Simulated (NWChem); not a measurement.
Atomisation of H$_{3}$Ge

```
Ge
H 1 1.5557
H 1 1.5557 2 110.80
H 1 1.5557 2 110.80 3 -123.42
```
Charge 0, spin multiplicity 2.

Everything below was run with NWChem. All single points use one geometry, from UPBE/def2-SVP, a minimum by its harmonic frequencies.

Basis set: def2-TZVP. The atomisation energy is electronic alone: no zero-point, thermal, spin-orbit or counterpoise terms. No value is extrapolated to the basis-set limit. Free atoms are single determinants with multiplicities Ge 3, H 2.

The Hamiltonian is non-relativistic. B3LYP has NWChem's definition, with VWN1-RPA local correlation. The structure started from a generated list of species. The unpaired electrons of the parent sit in orbitals of symmetry a' (Cs labels of the run); other states weren't searched. The stability of the SCF solutions was not checked. Open-shell Hartree-Fock references start from PBE0 orbitals.

Task: For the atomisation energy, B3LYP gives 205.0 kcal/mol and PBE0 gives 201.6 kcal/mol. What do PBE, BLYP, HF give?

Result: PBE: 201.0 kcal/mol; BLYP: 201.3 kcal/mol; HF: 155.3 kcal/mol.
